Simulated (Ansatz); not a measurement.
Geometry optimisation, RKS r2SCAN-D4/def2-SVP (Ansatz).

Input file:

```yaml
crystal:
  periodic: [false, false, false]
  atoms:
    - { symbol: C, position_ang: [-1.7959, 0.4702, 1.1245] }
    - { symbol: Si, position_ang: [-0.2286, 0.8315, 0.2409] }
    - { symbol: F, position_ang: [0.9168, 1.2541, 1.3634] }
    - { symbol: C, position_ang: [0.3785, -0.6971, -0.6709] }
    - { symbol: Sb, position_ang: [2.161, -0.3366, -1.7312] }
    - { symbol: H, position_ang: [-2.1604, 1.447, 1.6513] }
    - { symbol: H, position_ang: [-1.6904, -0.3139, 1.8402] }
    - { symbol: H, position_ang: [-2.5788, 0.2575, 0.3592] }
    - { symbol: H, position_ang: [-0.3911, 1.952, -0.6759] }
    - { symbol: H, position_ang: [-0.4774, -0.9914, -1.375] }
    - { symbol: H, position_ang: [0.4401, -1.5331, 0.0802] }
    - { symbol: H, position_ang: [1.31563, -0.33075, -3.25526] }
    - { symbol: H, position_ang: [1.91703, 1.36647, -1.49866] }
basis:
  gaussian: { orbitals: def2-SVP }
hamiltonian:
  xc: r2scan
  dispersion: d4
relax:
  f_tol: 0.015
  max_steps: 40
```

Command:

```bash
$ ansatz run input.yaml --threads 2 --pin off --max-ram 3072MiB --backend cpu --events-out ev --progress --plain --runs-dir out
```

**Question.** Where does it end, and by what steps?

**Answer.** The forces met the threshold. After 10 steps the energy has fallen by 0.326 eV; H13 moved furthest, 0.39 Å.

```
step  energy less start (eV)  largest force component (eV/Å)  accepted
   0                  0.0000                           2.697       yes
   1                 -0.2712                           0.911       yes
   2                 -0.3024                           0.360       yes
   3                 -0.3151                           0.132       yes
   4                 -0.3176                           0.038       yes
   5                 -0.3203                           0.039       yes
   6                 -0.3237                           0.025       yes
   7                 -0.3251                           0.065       yes
   8                 -0.3254                           0.039       yes
   9                 -0.3258                           0.016       yes
  10                 -0.3259                           0.002       yes
```

```xyz
13
Properties=species:S:1:pos:R:3
C -1.837 0.515 1.226
Si -0.346 0.831 0.153
F 0.862 1.335 1.138
C 0.259 -0.696 -0.721
Sb 2.219 -0.434 -1.701
H -2.131 1.425 1.775
H -1.630 -0.275 1.966
H -2.700 0.194 0.620
H -0.605 1.926 -0.826
H -0.453 -1.016 -1.499
H 0.369 -1.532 -0.009
H 1.516 -0.157 -3.246
H 2.285 1.261 -1.423
```

The run took 55 s on 2 threads of Arm Neoverse V2 (shared host), peak memory 0.2 GiB.
